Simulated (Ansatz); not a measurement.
F2Ge (SMILES [F][Ge][F]) moved off its minimum; all values from Ansatz (an electronic-structure program), cores frozen in correlated methods.
(charge 0, multiplicity 1)
```xyz
3

Ge     0.00914    -0.03187     0.38330
F      0.56634     1.17619    -0.78970
F     -0.71649    -1.06710    -0.75709
```

Task: Give the forces (eV/Å), the total energy and the dipole at CCSD(T)/aug-cc-pVTZ.

Result: 
| atom | Fx | Fy | Fz |
|---|---|---|---|
| Ge1 | 0.712 | 1.163 | 0.392 |
| F2 | -0.145 | -0.337 | 0.415 |
| F3 | -0.567 | -0.826 | -0.807 |
Energy -2275.0878 hartree, dipole 2.53 D.
